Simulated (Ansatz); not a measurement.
Sr4Te4⁺ (the lowest doublet isomer of a short search). Charge 1, multiplicity 2. Geometry PBE-D4/def2-SVP, basis def2-TZVP, Ansatz.

Cartesian coordinates in Å:
```
Sr -2.4538 -0.1903 -0.1888
Sr 0.9697 -2.2271 0.4306
Sr 0.4758 1.5254 2.3896
Sr 0.9215 0.7513 -2.6172
Te -1.1319 -1.1323 2.5295
Te -0.6164 2.5097 -0.4429
Te -0.7085 -1.8674 -2.2297
Te 2.5436 0.6307 0.1288
```

| run | HOMO (eV) | LUMO (eV) |
| --- | --- | --- |
| A | -8.45 | -6.29 |
| B | -7.79 | -6.81 |
| C | -7.55 | -6.96 |
| D | -7.48 | -6.84 |

In the def2 sets Sr, Te take a core potential; there is no spin–orbit coupling. The structure comes from a short search, and lower isomers may exist.

HOMO and LUMO are taken over both spins.

Task: The runs used PBE, PBE0, r2SCAN, revPBE. Estimate which is which.

Result: A PBE0 (25 % exact exchange); B r2SCAN (0 % exact exchange); C PBE (0 % exact exchange); D revPBE (0 % exact exchange). Exact exchange lowers occupied and raises empty levels; among semilocal functionals meta-GGAs tend to open the gap a little, and such runs are hard to tell apart. The gap grows from 0.59 eV (PBE) to 2.16 eV (PBE0).
